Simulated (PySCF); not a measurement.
C7H7BO3, SMILES O=Cc1cccc(B(O)O)c1, singlet at its GFN2-xTB optimised geometry (Å):

```
18

O     -1.9438    -2.8545     0.0014
C     -2.4535    -1.7617     0.0002
C     -1.7286    -0.4878     0.0000
C     -2.4166     0.7249    -0.0001
C     -1.7088     1.9118     0.0002
C     -0.3237     1.8946     0.0004
C      0.3952     0.6959     0.0000
B      1.9823     0.7157    -0.0006
O      2.7524    -0.4020    -0.0147
O      2.6003     1.9149     0.0134
C     -0.3337    -0.4878     0.0000
H     -3.5567    -1.6487    -0.0016
H     -3.4975     0.7276    -0.0002
H     -2.2360     2.8545     0.0004
H      0.2304     2.8206     0.0007
H      2.2965    -1.2419    -0.0248
H      3.5567     1.8573     0.0123
H      0.1590    -1.4511     0.0006
```

Computed with B3LYP/def2-SVP (PySCF 2.14.0).

Map of the electrostatic potential (hartree/e), clipped to [-0.08, 0.12] on the plane z = 0.6 Å:

```
|-------------------------|
|-------------------------|
|------===----------------|
|----========-------------|
|---===========--:::---=--|
|--====+**+==*+=:..:-=====|
|-=====*@@#+*@@=:  :=++===|
|-=====+@@@@@@@=::*###*+==|
|=====+*@@@@@@@+=@@@@@#+==|
|====+*%@@@@@@@%@@@@@@#+==|
|===+%@@@@@@@@@@@@@@**+===|
|===+%@@@@@%@@@@@@@%=-----|
|===+*#@@@@@@@@@@@@@:.:---|
|====+*#@@@@@@@##@@@: ::--|
|-===*#@@@@@@@@*#@@@:.::--|
|-==+%@@@@@#%@@#%@@*-::---|
|--==#@@@@%==##*#%%+=-----|
|---==+%@@@.:-=++*++=-----|
|-------@@@ .:-======-----|
|----:. .+: .:--====------|
|---::.     .::-----------|
|---:::.   ..::-----------|
|---:::.....:::-----------|
|---:::::::::::-----------|
|---::::::::::------------|
```
Scale: ten equal steps from -0.065 (start of ' ') to 0.120 (end of '@'), in the order ' .:-=+*#%@'; x runs from -6.00 to 6.00, y from -6.00 (bottom) to 6.00 (top).
